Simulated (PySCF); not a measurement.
ClSi, SMILES [Si]Cl (connectivity only; charge and spin as stated), charge +1, multiplicity 1.

Geometry: PBE-D3(BJ)/def2-TZVPD.

Method: PySCF with HF/def2-TZVPD.

The molecule is in vacuum.

Computed frontier levels, gap, dipole moment and polarisability:
The highest occupied level is -18.80 eV and the lowest empty level is -6.25 eV. The orbital gap comes out as 12.56 eV and the dipole moment about the centre of nuclear charge is 3.74 D. The mean static polarisability is 31.4 bohr³ (4.65 Å³) and the polarisability, principal values is 27.4, 27.4, 39.4 bohr³.
